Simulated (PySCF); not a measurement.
C3H2F3, multiplicity 2. Atoms are numbered in the order given.

```xyz
8

F     -0.1964     2.6393     0.0000
C      0.3387     1.4236     0.0000
C     -0.4931     0.3153     0.0000
C     -0.0590    -0.9819     0.0000
F     -0.8529    -2.0236     0.0000
F      1.2077    -1.3291     0.0000
H      1.4297     1.4071     0.0000
H     -1.5740     0.4714     0.0000
```
Charge 0, spin multiplicity 2.

Geometry: PBE0-D3(BJ)/def2-SVP. The isomer is the one that the SMILES or the coordinates give; other isomers of the formula were not compared. Other conformers were not sampled.

Calculation: B3LYP/def2-TZVP in PySCF.

Gas-phase values at a fixed geometry.

Question: Estimate the frontier levels, dipole moment and polarisability. (The exact figures need the calculation; the answer reports its results.)

Answer: 
The α spin, highest occupied and lowest empty level is -5.22 and 0.59 eV. The β spin, highest occupied and lowest empty level is -8.28 and -2.03 eV, the dipole moment is 0.10 D and the quadrupole, principal values (traceless, Buckingham form, about the centre of nuclear charge) is -6.10, 1.24, 4.86 D·Å. The mean static polarisability is 39.4 bohr³ (5.84 Å³). The polarisability, principal values comes out as 24.9, 35.5, 57.7 bohr³. The ⟨S²⟩ is 0.776 (pure state 0.75).
